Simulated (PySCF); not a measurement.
cesium atom (Cs), doublet (core potentials on Cs); HF/def2-SVP run with PySCF.

Here is a job for PySCF.
```python
from pyscf import gto, scf

mol = gto.Mole()
mol.atom = '''
    Cs    0.00000000    0.00000000    0.00000000
'''
mol.basis = 'def2-svp'
mol.ecp = {'Cs': 'def2-svp'}
mol.spin = 1
mol.verbose = 4
mol.build()

mf = scf.UHF(mol)
mf.kernel()
```

Question: Predict the main parts of the log of this PySCF run.

Answer: 
```
PySCF version 2.14.0

[INPUT] verbose = 4
[INPUT] num. atoms = 1
[INPUT] num. electrons = 9
[INPUT] charge = 0
[INPUT] spin (= nelec alpha-beta = 2S) = 1
[INPUT] symmetry False subgroup None
[INPUT] Mole.unit = angstrom
[INPUT] Symbol           X                Y                Z      unit          X                Y                Z       unit  Magmom
[INPUT]  1 Cs     0.000000000000   0.000000000000   0.000000000000 AA    0.000000000000   0.000000000000   0.000000000000 Bohr   0.0

nuclear repulsion = 0
number of shells = 10
number of NR pGTOs = 35
number of NR cGTOs = 24
basis = def2-svp
ecp = {'Cs': 'def2-svp'}

******** <class 'pyscf.scf.uhf.UHF'> ********
method = UHF
initial guess = minao
damping factor = 0
level_shift factor = 0
DIIS = <class 'pyscf.scf.diis.CDIIS'>
diis_start_cycle = 1
diis_space = 8
diis_damp = 0
SCF conv_tol = 1e-09
SCF conv_tol_grad = None
SCF max_cycles = 50
direct_scf = True
direct_scf_tol = 1e-13
number electrons alpha = 5  beta = 4
Set gradient conv threshold to 3.16228e-05
init E= -16.4572611278744

cycle= 1 E= -19.8462613415332  delta_E= -3.39  |g|= 0.206  |ddm|=  1.4
cycle= 2 E= -19.8549866198249  delta_E= -0.00873  |g|= 0.0115  |ddm|= 0.395
cycle= 3 E= -19.8551501769252  delta_E= -0.000164  |g|= 0.00224  |ddm|= 0.125
cycle= 4 E= -19.855186405279  delta_E= -3.62e-05  |g|= 0.000931  |ddm|= 0.0682
cycle= 5 E= -19.8551953568522  delta_E= -8.95e-06  |g|= 0.000222  |ddm|= 0.045
cycle= 6 E= -19.855195704885  delta_E= -3.48e-07  |g|= 4.46e-05  |ddm|= 0.00901
cycle= 7 E= -19.8551957110411  delta_E= -6.16e-09  |g|= 2.09e-06  |ddm|= 0.000999
cycle= 8 E= -19.8551957110546  delta_E= -1.35e-11  |g|= 1.61e-07  |ddm|= 5.35e-05
Extra cycle  E= -19.8551957110547  delta_E= -1.07e-13  |g|= 5.55e-08  |ddm|= 3.53e-06
converged SCF energy = -19.8551957110547  <S^2> = 0.75047026  2S+1 = 2.0004702
```
